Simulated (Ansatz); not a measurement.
System: GeH$_{2}$Br$_{2}$, charge 0, singlet. GeH2Br2 (SMILES [Br][GeH2][Br]).
B3LYP-D3(BJ)/def2-TZVP minimum from Ansatz (a program for electronic structure):
```
Ge
H 1 1.5303
H 1 1.5303 2 115.15
Br 1 2.3163 2 108.09 3 -120.94
Br 1 2.3163 2 108.09 3 120.94
```
Charge 0, spin multiplicity 1.

Wanted: atomisation energy (electronic, to ground-state atoms), in kcal/mol. Open shells are spin-unrestricted; no spin-orbit coupling. Cores are frozen in correlated methods (noble-gas shells, and filled d and f shells in the p block). No relativity. CBS(X,Y): correlation extrapolated as X^-3, Hartree-Fock from the larger set (Q,5: extrapolated as (X+1)exp(-9√X)). A bracket is a step between two methods taken in the basis named. Double hybrids freeze cores in their MP2 part. For partners of very few electrons the exact lower level stands in for a higher one. Spin-orbit terms, left out, reach several kcal/mol for Br and I, and more for heavier atoms.

CCSD(T)/CBS(cc-pVQZ,cc-pV5Z) + [CCSDT(Q) - CCSD(T)]/cc-pVTZ (Ansatz) gives 295.3 kcal/mol.

How far off this value is PBE/def2-TZVPD (Ansatz), in which direction, and how far these levels: r2SCAN/def2-TZVPD, PBE0/def2-TZVPD, B2PLYP/def2-TZVPD, CCSD(T)/CBS(cc-pVQZ,cc-pV5Z)?

PBE gives 291.1 kcal/mol, 4.2 kcal/mol below it. Differences of the others: r2SCAN/def2-TZVPD (Ansatz) 1.6; PBE0/def2-TZVPD (Ansatz) -5.7; B2PLYP/def2-TZVPD (Ansatz) -10.6; CCSD(T)/CBS(cc-pVQZ,cc-pV5Z) (Ansatz) -0.1 kcal/mol.
